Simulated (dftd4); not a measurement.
Cl4Ti, charge +1, doublet, at a GFN2-xTB geometry (such geometries of metal compounds can be far from the true shape) (the multiplicity is a formal guess); D4 for wb97x (dftd4 4.2.0).

The dftd4 input:
```
$ dftd4 mol.xyz --func wb97x --charge 1 --json dftd4.json --noedisp

# file mol.xyz
5

Ti     0.00000000    -0.00000000    -0.00000000
Cl     1.69747891    -0.53617898    -1.16148900
Cl     0.61687574     0.47973787     1.97668792
Cl    -0.95238075     1.68724787    -0.87415377
Cl    -1.36197391    -1.63080675     0.05895485
```

Q: Write the output that dftd4 gives for this input, abridged.

A: 
```
                    ____  _____ _____     ____  _  _
      -------------|  _ \|  ___|_   _|---|  _ \| || |------------
     |             | | | | |_    | | ___ | | | | || |_           |
     |             | |_| |  _|   | ||___|| |_| |__   _|          |
     |             |____/|_|     |_|     |____/   |_|            |
     |             ===================================           |
     |            E. Caldeweyher, S. Ehlert & S. Grimme          |
     |          Mulliken Center for Theoretical Chemistry        |
     |                    University of Bonn                     |
      -----------------------------------------------------------

Rational (Becke-Johnson) damping: wb97x-D4-ATM
---------------------
  s6         1.0000
  s8         0.5093
  s9         1.0000
  a1         0.0662
  a2         5.4487
 alp        16.0000
--------------------

Dispersion energy:      -2.8564078008092E-02 Eh

[Info] JSON dump of results written to 'dftd4.json'
```
